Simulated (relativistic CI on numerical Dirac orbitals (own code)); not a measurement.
**Cd³⁺: L2,3 absorption edge**

Computed with this model: Dirac-Coulomb-Breit CI, orbitals from a KLI potential per configuration, model QED (radiative potential, 1s self-energy scaled to tabulated hydrogen-like ionisation energies), valence Slater integrals scaled by 0.8, multiplet model of core-to-valence dipole absorption; configurations [Kr] 4d9 → [He] 2s2 2p5 3s2 3p6 3d10 4s2 4p6 4d10; 300 K; Lorentzian 1.6 eV and Gaussian 0.5 eV FWHM. Energies are those of the free ion, without screening or charge transfer. The branching ratio is the share of the lower-energy edge in the whole absorption, uncertain by about 0.02 where the edges overlap. S is read from ⟨S²⟩ = S(S + 1).

Field parameters in Wybourne normalisation: D3d B²₀ = −7Dσ, B⁴₀ = −14Dq − 21Dτ, B⁴₃ = −14√(10/7) Dq; Oh B⁴₀ = 21Dq, B⁴₄ = √(5/14) B⁴₀; Td as Oh with Dq negative (B⁴₀ = 21Dq, B⁴₄ = √(5/14) B⁴₀). The field is a parameter set, without covalency.

Computed curve for Oh, 10Dq = 44650 cm⁻¹, scaled to 100 at the maximum (points under 2 are left out and the grid is thinned):

Energy (eV), Intensity and a bar:
```
  3527.00        2.0 
  3527.50        2.4 
  3528.00        2.9 
  3528.50        3.6 
  3529.00        4.6 #
  3529.25        5.2 #
  3529.75        7.0 ##
  3530.25        9.8 ##
  3530.75       14.5 ####
  3531.25       23.3 #######
  3531.75       41.0 ############
  3532.25       73.3 ######################
  3532.75      100.0 ##############################
  3533.25       79.8 ########################
  3533.75       45.5 #############
  3534.00       33.8 ##########
  3534.50       19.8 #####
  3535.00       12.6 ###
  3535.50        8.7 ##
  3536.00        6.3 #
  3536.50        4.8 #
  3537.00        3.7 #
  3537.50        3.0 
  3538.00        2.5 
  3538.50        2.1 
  3719.50        2.2 
  3720.00        3.0 
  3720.50        4.3 #
  3721.00        6.5 #
  3721.50       11.0 ###
  3722.00       19.9 #####
  3722.50       32.8 #########
  3723.00       35.0 ##########
  3723.50       22.7 ######
  3724.00       12.5 ###
  3724.25        9.5 ##
  3724.75        5.8 #
  3725.25        3.8 #
  3725.75        2.7 
  3726.25        2.0
```

The ground state has S = 0.50, and the centroid lies at 3583.58 eV.
